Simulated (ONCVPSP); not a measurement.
Cd, ONCV: configuration errors across variants

ONCVPSP 4.0.1 input, shortened (lines: element, Z, core and valence counts, functional; n l f; lmax; l rc ep ncon nbas qcut; lloc lpopt rc5 dvloc0; l nproj debl; icmod fcfact rcfact), LDA (Perdew-Wang 92), scalar-relativistic:

```
  Cd 48.00    6    4  -001012      upf
    1    0    2.00
    2    0    2.00
    2    1    6.00
    3    0    2.00
    3    1    6.00
    3    2   10.00
    4    0    2.00
    4    1    6.00
    4    2   10.00
    5    0    2.00
    2
    0    1.25    0.00    4    9    7.80
    1    1.50    0.00    4    7    7.80
    2    1.05    0.00    4    7    9.20
    4    5    1.05    1.00
    0    2    3.20
    1    2    0.60
    2    2    2.80
    0    0.00    0.00
```

In the p channel the program set the typed energies aside and used -2.462, 0.250 Ha.

All-electron excitation energies from the reference (eV): (1) 4s2 4p6 4d10 5s1 9.622; (2) 4s2 4p6 4d10 5s0 27.136; (3) 4s2 4p6 4d9 5s0 65.397; (4) 4s2 4p6 4d9 5s2 5p1 12.603.

1 further variants failed, have other tests or too few solved ones, and are left out.

Errors AE − PS in meV (a dash: test not solved or not reliable):

| change | (1) | (2) | (3) | (4) | bound ghosts | GHOST(+) flags above zero |
| --- | --- | --- | --- | --- | --- | --- |
| base | -1.4 | -4.7 | -8.4 | +1.3 | none | s |
| d: qcut 11.6 | -1.4 | -4.6 | -8.4 | +1.2 | none | s |
| p: qcut 12 | -1.4 | -4.6 | -9.0 | +1.0 | none | s |
| d: ncon 3, nbas 6 | -1.4 | -4.7 | -9.7 | +0.3 | none | s |

(1) Give the same row for: s: qcut 7; p: qcut 7; d: qcut 8.3.

Answers

(1) -1.5, -5.3, -9.1, +1.2; bound ghosts: none; GHOST(+) flags above zero: s.
